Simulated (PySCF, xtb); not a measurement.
Te(SiH3)2 (H6Si2Te), SMILES [SiH3][Te][SiH3].

GFN2-xTB (xtb) at its own geometry gives an orbital gap of 3.94 eV and a dipole moment of 1.29 D.

Geometry: B3LYP-D3(BJ)/def2-SVP. The def2 effective core potentials stand for the cores of Te; spin–orbit coupling is left out.

Task: What does PBE/def2-TZVPD run with PySCF give? (An estimate is asked for; the answer gives what the named calculation found.)

Result: gap 3.86 eV (levels -5.53 and -1.67 eV), dipole 0.51 D.
